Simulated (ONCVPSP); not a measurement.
S: one change to an ONCV potential, before and after

ONCVPSP 4.0.1 input, shortened (lines: element, Z, core and valence counts, functional; n l f; lmax; l rc ep ncon nbas qcut; lloc lpopt rc5 dvloc0; l nproj debl; icmod fcfact rcfact), PBEsol, scalar-relativistic:

```
  S 16.00    3    2  -116133      upf
    1    0    2.00
    2    0    2.00
    2    1    6.00
    3    0    1.00
    3    1    5.00
    1
    0    1.50    0.00    5    9    3.60
    1    1.40    0.00    5    9    5.00
    4    5    1.05    0.00
    0    2    3.50
    1    2    2.00
    3    4.00    1.80
```

Change: s: qcut 2.4; p: qcut 3.3.

Cutoffs: the cutoffs (Ha) at which the residual kinetic energy of the hardest occupied pseudo-wave falls to 1 and 0.1 mHa per electron; they do not see the model core or the augmentation charge, which bear on the density cutoff. Errors are all-electron minus pseudo energies relative to the spin-unpolarised reference configuration.

Task: What does the change do?

Result: The potential gets harder (74 Ha and 96 Ha → 85 Ha and 101 Ha); of the 4 tests that both files solve, the error grows in 1 and shrinks in 2 by more than 15 % and 0.3 meV (median size 6.3 → 4.2 meV); neither file shows a bound ghost.

| quantity | base | changed |
| --- | --- | --- |
| cutoff, loose | 74 Ha | 85 Ha |
| cutoff, tight | 96 Ha | 101 Ha |
| loose cutoff by channel | s 74 Ha, p 6.1 Ha | s 85 Ha, p 6.1 Ha |
| bound ghosts | none | none |
| GHOST(+) flags under 300 eV | s at 202.9 eV | s at 212.5 eV |
| error for 3s2 3p4, meV [ΔE -10.28 eV] | -4.4 | -5.8 |
| error for 3s2 3p3, meV [ΔE 1.45 eV] | +2.0 | +1.1 |
| error for 3s2 3p2, meV [ΔE 23.69 eV] | +9.7 | +11 |
| error for 3s2 3p1, meV [ΔE 57.69 eV] | -8.2 | -2.5 |
| s: phases at 1.52 bohr within 0.05 rad from the reference energy up to (Ha; the scan ends near 5) | to the end of the scan | to the end of the scan |
| p: phases at 1.42 bohr within 0.05 rad from the reference energy up to (Ha; the scan ends near 5) | to the end of the scan | to the end of the scan |
| rms error of d²Exc/dni dnj with the model core, mHa | 4.52 | 4.60 |
